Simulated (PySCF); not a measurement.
C7H9O (doublet state).
Geometry (GFN2-xTB, Å), atoms numbered from 1 in this order:
```xyz
17
C7H9O angstrom
C     -0.816    1.580   -0.800
C     -0.401    0.317   -0.113
C     -0.888   -1.130   -0.401
C      0.127   -1.291    0.754
C     -0.548   -0.054    1.390
C      0.959   -0.301    0.002
C      2.279   -0.072   -0.388
O      3.237   -0.802   -0.122
H     -0.318    2.435   -0.349
H     -1.892    1.718   -0.718
H     -0.549    1.537   -1.854
H     -0.613   -1.558   -1.361
H     -1.928   -1.338   -0.154
H      0.441   -2.202    1.242
H     -1.566   -0.197    1.748
H      0.046    0.520    2.097
H      2.424    0.851   -0.983
```

The hyperfine couplings belong to this conformer and change with its torsions.

The species is `C[C@]12C[C@H](C1)[C]2C=O` [radical].

Computed, not measured: PySCF 2.14.0, UKS B3LYP, pcH-1 on C H O, non-relativistic, mean-field spin-orbit, GIAO. Isolated species at its GFN2-xTB geometry (one conformer only). The geometry wasn't refined by DFT: couplings that depend on bond lengths, twists or pyramidal angles can differ widely from those at the functional's own minimum. No stability test was run, so a lower SCF solution isn't excluded.

Task: Where do the isotropic ENDOR lines of C3/C5, C6, C7, C2, C4, H13/H15, H17, H12/H16, H9/H10/H11 and H14 fall at 334.8 mT, to first order?

Result: ν± = |νn ± a/2|, one line for each electron-spin manifold; νn = |g_N| × 7.62259 MHz/T × B.

```tsv
nuclei	isotope	g_N	νn (MHz)	a_iso (MHz)	lower line (MHz)	upper line (MHz)
C3/C5	13C	1.4048	3.59	80.86	36.85	44.02
C6	13C	1.4048	3.59	58.77	25.80	32.97
C7	13C	1.4048	3.59	-35.72	14.28	21.45
C2	13C	1.4048	3.59	-15.84	4.34	11.51
C4	13C	1.4048	3.59	-14.68	3.75	10.92
H13/H15	1H	5.5857	14.25	32.13	1.81	30.32
H17	1H	5.5857	14.25	-4.54	11.98	16.53
H12/H16	1H	5.5857	14.25	-2.83	12.84	15.67
H9/H10/H11	1H	5.5857	14.25	-1.04	13.73	14.78
H14	1H	5.5857	14.25	-0.74	13.89	14.62
```

The rows for 13C, of low natural abundance, apply to labelled samples.

Task: Which pairs are centred on the nuclear Larmor frequency, and which on half the coupling?

Result: Centred on νn, since |a| < 2νn: H17, H12/H16, H9/H10/H11 and H14. Centred on |a|/2 and split by 2νn: C3/C5, C6, C7, C2, C4 and H13/H15.

Task: At what field would the lower line of C4 fall to zero frequency?

Result: Where νn = |a|/2, that is B = 7.34 MHz/(1.4048 × 7.62259 MHz/T) = 685 mT, as far as first order holds there.

Class means assume fast exchange of nuclei equivalent by connectivity; if that motion is slow, each nucleus keeps its own coupling.

On an Arm Neoverse N1 with one thread, no GPU (shared host), this took 2.2 min wall (with the writing of density and orbital grids) and 1.1 GiB of memory at its peak.
